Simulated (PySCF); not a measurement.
**Correlation energy of Te²⁺ (tellurium, charge +2)**

[Kr] 4d10 5s2 5p2, high-spin 3P determinant. All numbers are calculated (PySCF 2.14, the spin-free X2C one-electron Hamiltonian (Gaussian nucleus), in x2c-SVPall). Frozen: [Kr] 4d10; 4 electrons correlated.

MP2 pair energies summed by pair of shells (mhartree):

```
 pair  energy  share (%)
5s-5p  -20.31       59.9
5s-5s  -10.24       30.2
5p-5p   -3.34        9.8
```

Total MP2 correlation energy: -33.89 mhartree.

Same-spin part -5.45 and opposite-spin part -28.44 mhartree; SCS-MP2 scales them by 1/3 and 6/5 to -35.95 mhartree.

```json
{"level": "CCSD", "correlation energy (mhartree)": "-47.51"}
{"level": "(T)", "correlation energy (mhartree)": "-0.39"}
{"level": "CCSD(T)", "correlation energy (mhartree)": "-47.90"}
```

Diagnostics: T1 = 0.0062, D1 = 0.0162, largest double amplitude 0.095.

Cost of the coupled-cluster step: 0.18 s of wall time on 1 thread of Neoverse-N1 (shared host), for 4 correlated electrons.
